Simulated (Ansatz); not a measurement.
Reactions of CH$_{6}$SeSi$_{2}$, SMILES `[SiH3][SiH]1C[Se]1`.

Isolated molecules relaxed with PBE0-D4/def2-TZVP in Ansatz; ΔE leaves out vibrations. CCSD(T)/CBS adds triple-zeta CCSD(T) − MP2 to the extrapolated MP2 energy (def2 sets, frozen cores). DFT in def2-TZVPP. Elements past krypton have def2 core potentials. For Ge, In, Se outer-core shells are correlated without core-valence functions, which leaves a few kJ/mol of doubt a bond. Scalar relativity is left out up to krypton. One conformer a species, not always the lowest.

| reaction | CCSD(T)/CBS(def2) (kJ/mol) |
| --- | --- |
| `[SiH3][SiH]1C[Se]1` + `N[CH2][GeH3]` → `N[CH]([SiH3])[GeH3]` + `C1[SiH2][Se]1` | ? |
| `[SiH3][SiH]1C[Se]1` + `CCCO` → `CCCO[SiH3]` + `C1[SiH2][Se]1` | -78 |
| `[SiH3][SiH]1C[Se]1` + `O[SiH2][AlH2]` → `[AlH2][SiH2]O[SiH3]` + `C1[SiH2][Se]1` | -92 |
| `[SiH3][SiH]1C[Se]1` + `[OH][In]([Cl])[O][SiH3]` → `[SiH3][O][In]([Cl])[O][SiH3]` + `C1[SiH2][Se]1` | -90 |
| `[SiH3][SiH]1C[Se]1` + `C[NH][AlH][OH]` → `C[NH][AlH][O][SiH3]` + `C1[SiH2][Se]1` | -102 |
| `[SiH3][SiH]1C[Se]1` + `SC1CO1` → `[SiH3]SC1CO1` + `C1[SiH2][Se]1` | ? |

Problem. Fill in the missing values. (An estimate is asked.)

Solution. Ansatz gave: `[SiH3][SiH]1C[Se]1` + `N[CH2][GeH3]` → `N[CH]([SiH3])[GeH3]` + `C1[SiH2][Se]1`: +14.4 kJ/mol; `[SiH3][SiH]1C[Se]1` + `SC1CO1` → `[SiH3]SC1CO1` + `C1[SiH2][Se]1`: -47.9 kJ/mol.

Largest T1 diagnostic: 0.015, for `[OH][In]([Cl])[O][SiH3]`.
